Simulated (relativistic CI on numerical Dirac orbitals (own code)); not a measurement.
Calculated at this level of theory: Dirac equation for one electron, model QED (radiative potential, 1s self-energy scaled to tabulated hydrogen-like ionisation energies) (own radial code, finite nucleus).

The strongest absorption lines from the ground level of an ion, among the configurations computed and to levels below about 1320 eV (vacuum wavelength in nm, gf): 0.93616 (0.01), 0.94807 (0.019), 0.97080 (0.039), 0.97085 (0.019), 1.0238 (0.11), 1.0240 (0.053), 1.2132 (0.55), 1.2137 (0.28).

Task: Which ion is it?
A. O7+
B. Ne9+
C. Si13+
D. Ne7+

Result: B. Ne9+ has 1 electrons and the ground level 1s ²S1/2; the strongest line goes to 2p ²P°3/2. The pattern of lines fixes the number of electrons, and along that sequence the line energies rise steadily with the charge (about as its square where n changes within one kind of shell, about linearly where n is kept but much faster in heavy ions where fine structure, which grows about as Z⁴, sets the gap, and irregularly where shells cross), which fixes Z. Configurations outside the model, such as inner-shell arrays, can give stronger lines.
